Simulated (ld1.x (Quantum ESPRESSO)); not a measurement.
# Which change was made? (Ag, RRKJ)

silver, norm-conserving RRKJ (Kleinman–Bylander form), made with ld1.x (Quantum ESPRESSO) 7.5 (PBE, fully relativistic). Core [Ar] 3d10, reference 4s2 4p6 4d10 5s0 5p1. Waves: 4p (bound): rc 1.75 bohr; 4d (bound): rc 1.75 bohr; 4s (bound): rc 1.60 bohr. Local part: the s channel. Core correction: none.

Open shells are filled in proportion to 2j + 1 (rel_dist='average').

Occupied shells without a wave of their own: 5p. They enter only through the test configuration that unscreens the potential.

Cutoffs, loose and tight: the cutoffs (Ry, on a coarse ladder) from which the occupation-weighted sum of valence levels, in a spherical-Bessel basis at the reference potential, stays within 10 and 1 mRy of its value at 400 Ry. They do not see the model core or the augmentation charge, which bear on the density cutoff. Test errors are all-electron minus pseudo excitation energies from the reference, over the configurations 4s2 4p6 4d10 5s1 5p0; 4s2 4p6 4d10 5s0 5p0; 4s2 4p6 4d9 5s0 5p0; 4s2 4p6 4d7 5s0 5p0; 4s2 4p6 4d9 5s1 5p0; 4s2 4p5 4d10 5s1 5p0; 4s2 4p6 4d9 5s1 5p1; variants that change the core or the reference have their own tests.

The base gives: outcome: generated, misses its reference levels by 0.34 eV; bound ghosts: s (extra level of the local part); largest test error (meV): +3228.

Problem. After one change the result is: outcome: generated, misses its reference levels by 0.34 eV; cutoff, loose: 60 Ry; cutoff, tight: 90 Ry; bound ghosts: none; largest test error (meV): +2056. Which change was it?
A. reference 4s2 4p6 4d10 5s1 5p0
B. all radii scaled by about 1.09 (s 1.74, p 1.92, d 1.92 bohr)
C. local potential the d channel
D. scalar-relativistic

Solution. C. The others give: reference 4s2 4p6 4d10 5s1 5p0 → outcome: generated, misses its reference levels by 2.68 eV; bound ghosts: none; largest test error (meV): -7303 | scalar-relativistic → outcome: generated, misses its reference levels by 0.33 eV; bound ghosts: s (extra level of the local part); largest test error (meV): +3236 | all radii scaled by about 1.09 (s 1.74, p 1.92, d 1.92 bohr) → outcome: generated, misses its reference levels by 0.38 eV; bound ghosts: s (extra level of the local part); largest test error (meV): +4434.
